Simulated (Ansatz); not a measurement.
`[SH][In]([Br])[Br]` + NH₃ → `[NH2][In]([Br])[Br]` + H₂S at 400 K and 1 bar (ligand exchange at the In–S bond).

Program: Ansatz. Geometries: PBE0-D4/def2-TZVP. ΔE: electronic, gas phase. CCSD(T)/CBS adds triple-zeta CCSD(T) − MP2 to the extrapolated MP2 energy (def2 sets, frozen cores). This one scheme is used for every species. def2 core potentials past Kr. For Br, In outer-core shells are correlated without core-valence functions, which leaves a few kJ/mol of doubt a bond. Scalar relativity is left out up to krypton. One conformer a species, not always the lowest.

| species | CCSD(T)/CBS energy (Eh) | H − E (kJ/mol) | S (J/(mol·K)) |
| --- | --- | --- | --- |
| `[SH][In]([Br])[Br]` | -5734.97677 | 58.9 | 415.8 |
| NH₃ | -56.50880 | 104.2 | 203.1 |
| `[NH2][In]([Br])[Br]` | -5392.48319 | 100.6 | 408.1 |
| H₂S | -398.97279 | 53.4 | 215.9 |

H − E and S are ideal-gas, rigid-rotor, harmonic terms from PBE0-D4/def2-TZVP, for one conformer and one mirror image of each species. 1 Eh = 2625.50 kJ/mol, R = 8.31446 J/(mol·K).

Task: By hand: ΔE, ΔH, ΔS and ΔG.

Result: ΔE = (-5392.48319) + (-398.97279) − (-5734.97677) − (-56.50880) = 0.02959 Eh = 77.7 kJ/mol. Δ(H − E) = 100.6 + 53.4 − 58.9 − 104.2 = -9.1, so ΔH = 68.6 kJ/mol. ΔS = 408.1 + 215.9 − 415.8 − 203.1 = 5.1 J/(mol·K). ΔG = 68.6 − 400 × (5.1)/1000 = 66.6 kJ/mol.

Task: By hand: the equilibrium constant, and the temperature at which ΔG would vanish if ΔH and ΔS stayed fixed.

Result: log₁₀ K = −ΔG/(RT ln 10) = -8.7. ΔG = 0 at ΔH/ΔS = 13451 K, far beyond where these terms or the molecules hold.

The number of gas molecules stays the same, so ΔS is small and ΔH decides. A doubt of 5 kJ/mol in ΔE shifts log₁₀ K by 0.7 here. Other conformers and mirror images would add mixing entropy, several J/(mol·K) or more a flexible species. These are equilibria of isolated gas molecules and say nothing of rates. Largest T1 diagnostic: 0.011 (customary marks: 0.02 for closed shells, 0.045 for open ones).
